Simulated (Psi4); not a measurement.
A dimer, N2 ··· CH5N (SMILES N#N and CN); the first 2 atoms form monomer A.

```
9

N      0.5455     0.0000     0.0000
N     -0.5455     0.0000     0.0000
C      0.0446     0.2410    -3.2897
N      0.7394    -1.0448    -3.2408
H      0.7587     1.0426    -3.0946
H     -0.7871     0.3503    -2.5799
H     -0.3502     0.3977    -4.2948
H      0.0993    -1.8062    -3.4312
H      1.1265    -1.2088    -2.3194
```

Q: What interaction energy does SAPT0/jun-cc-pVDZ, frozen core in Psi4 give, and which attractive term is the largest?

A: Total 0.40 kcal/mol: electrostatics -0.86, exchange 3.10, induction -0.26, dispersion -1.58. The most attractive term is dispersion.
